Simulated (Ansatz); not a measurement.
Z-matrix (Å, degrees):
```
C
C 1 1.478
O 1 1.204 2 124.6
O 1 1.346 2 113.3 3 180.0
C 2 1.412 1 117.7 3 -0.0
C 2 1.372 1 122.0 3 180.0
H 4 0.967 1 106.0 2 180.0
C 5 1.363 2 120.2 1 180.0
H 5 1.083 2 118.2 1 -0.0
C 6 1.408 2 120.7 1 -180.0
H 6 1.083 2 120.0 1 0.0
C 8 1.414 5 120.9 2 -0.0
H 8 1.085 5 120.3 2 -180.0
C 10 1.412 6 121.8 2 180.0
C 12 1.410 8 122.2 5 -180.0
C 14 1.367 10 120.7 6 -180.0
H 14 1.085 10 118.7 6 0.0
C 15 1.368 12 120.7 8 180.0
H 15 1.085 12 118.8 8 -0.0
H 16 1.084 14 120.2 10 180.0
H 18 1.084 15 120.0 12 180.0
```

Total charge 0; spin multiplicity 1.

List the B3LYP/def2-TZVPP orbital energies in eV (Ansatz 0.2.0). (An estimate is asked.)

Ansatz gave: Occupied: -521.88, -520.21, -280.51, -277.50, -277.49, -277.47, -277.40, -277.26, -277.25, -277.21, -277.21, -277.20, -277.17, -30.45, -27.90, -24.36, -22.98, -21.59, -20.90, -20.15, -18.37, -17.43, -16.74, -16.51, -14.59, -14.45, -14.07, -13.40, -12.71, -12.62, -12.53, -12.20, -11.79, -11.56, -11.15, -11.05, -10.54, -9.80, -9.49, -9.45, -9.02, -8.32, -7.88, -7.20, -6.45. Lowest empty: -1.96, -1.20, -0.01, 0.73, 0.86, 1.22, 1.58, 1.96.

B3LYP here is the variant with VWN-RPA as its local correlation; programs differ in this.
